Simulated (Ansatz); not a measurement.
```yaml
crystal:
  periodic: [false, false, false]
  atoms:
    - {symbol: C, position_ang: [0.099615, -2.432376, 0.267094]}
    - {symbol: B, position_ang: [0.675524, -0.901783, 0.169517]}
    - {symbol: F, position_ang: [1.965097, -0.618097, 0.245715]}
    - {symbol: F, position_ang: [0.114515, -0.078639, -1.033788]}
    - {symbol: B, position_ang: [-0.599520, 0.888624, -0.175452]}
    - {symbol: C, position_ang: [-0.139233, 2.362058, -0.224857]}
    - {symbol: F, position_ang: [-1.975164, 0.608710, -0.257752]}
    - {symbol: F, position_ang: [-0.114149, 0.061070, 1.041121]}
    - {symbol: H, position_ang: [-1.031200, -2.399195, 0.060523]}
    - {symbol: H, position_ang: [0.555065, -2.976104, -0.467947]}
    - {symbol: H, position_ang: [0.385001, -2.817589, 1.202541]}
    - {symbol: H, position_ang: [-0.598445, 2.946288, 0.576370]}
    - {symbol: H, position_ang: [0.934835, 2.392702, -0.145881]}
    - {symbol: H, position_ang: [-0.408831, 2.748344, -1.207386]}
basis:
  gaussian: {orbitals: x2c-TZVPPall}
magnetization: {spin_polarized: true, initial_magnetization: 10}
hamiltonian: {xc: {name: r2SCAN50}, dispersion: d4, pseudopotentials: {relativity: scalar}}
```

```sh
$ ansatz run in.yaml --threads 4 --pin off --events-out ev --progress --plain --max-ram 11315MiB
```

Shortened log:

```
Functional definition: r2SCAN50
  name "r2SCAN50"
  cite "Bursch, Neugebauer, Ehlert & Grimme, J. Chem. Phys. 156, 134105 (2022) doi:10.1063/5.0086040"
  cite "Furness, Kaplan, Ning, Perdew & Sun, J. Phys. Chem. Lett. 11, 8208 (2020) doi:10.1021/acs.jpclett.0c02405"
  cite "Furness, Kaplan, Ning, Perdew & Sun, J. Phys. Chem. Lett. 11, 9248 (2020) doi:10.1021/acs.jpclett.0c03077"
  parent r2scan
  parameter a = 0.5
  parameter k0 = 0.174
  parameter k1 = 0.065
  parameter a1 = 4.9479
  exchange = (1 - a)*r2scan_x(k0 = k0, k1 = k1, a1 = a1) + a*exact_x
  correlation = r2scan_c
1916 factors; their error is unknown
mean field evaluation 1: about -14319.2911 eV, gradient 6.4e1 eV
mean field evaluation 2: about -14243.1841 eV, gradient 1.4e2 eV
mean field evaluation 4: about -14345.2926 eV, gradient 2.8e1 eV
mean field evaluation 8: about -14351.0746 eV, gradient 2.5e0 eV
mean field evaluation 16: about -14351.3264 eV, gradient 3.2e-1 eV
mean field evaluation 32: about -14351.4595 eV, gradient 5.8e-3 eV
mean field -14351.45952640 eV, -527.4064098265 hartree, gradient 3.1e-5 eV, S^2 30.020399; 6 other end points of the search recorded, 0 dependent functions left out
reference -14351.45953745 eV, -527.4064102326 hartree; 37, 27 occupied and 295, 305 virtual orbitals, 1916 factors
Total energy: -14351.54884019 eV, -527.4096920479 hartree
Relativity: scalar
```

In this input the spin is set far too high for this molecule. Self-consistency was reached. The result belongs to that input, not to the molecule as meant.
